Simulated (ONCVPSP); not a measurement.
**Configuration tests for hafnium (Hf) (ONCV)**

ONCVPSP 4.0.1 input, shortened (lines: element, Z, core and valence counts, functional; n l f; lmax; l rc ep ncon nbas qcut; lloc lpopt rc5 dvloc0; l nproj debl; icmod fcfact rcfact), PBE, scalar-relativistic:

```
  Hf 72.00   10    4        4      upf
    1    0    2.00
    2    0    2.00
    2    1    6.00
    3    0    2.00
    3    1    6.00
    3    2   10.00
    4    0    2.00
    4    1    6.00
    4    2   10.00
    4    3   14.00
    5    0    2.00
    5    1    6.00
    5    2    2.00
    6    0    1.00
    2
    0    1.95    0.00    3    6    7.20
    1    2.15    0.00    4    8    7.70
    2    1.95    0.00    4    8    8.30
    2    5    1.95    0.00
    0    2    1.30
    1    3    2.60
    2    0    2.60
    0    0.00    0.00
```

Energies are relative to the spin-unpolarised reference configuration 5s2 5p6 5d2 6s1; without spin polarisation the order of configurations can differ from experiment.

```json
{"valence configuration": "5s2 5p6 5d2 6s0", "charge": "+2", "ΔE all-electron (eV)": "14.180", "error AE − PS (meV)": "+8.3"}
{"valence configuration": "5s2 5p6 5d1 6s0", "charge": "+3", "ΔE all-electron (eV)": "35.974", "error AE − PS (meV)": "+3.4"}
{"valence configuration": "5s2 5p6 5d2.5 6s1.5", "charge": "0", "ΔE all-electron (eV)": "-6.722", "error AE − PS (meV)": "+2.8"}
```

Q: What are ΔE and the potential's error for 5s2 5p6 5d2 6s2?

A: ΔE = -7.977 eV all-electron; the error (AE − PS) is +7.2 meV.

Levels in the configuration 5s2 5p6 5d2 6s0:

| level | all-electron (eV) | pseudo (eV) |
| --- | --- | --- |
| 5s | -82.083 | -82.131 |
| 5p | -50.626 | -50.652 |
| 5d | -16.704 | -16.692 |
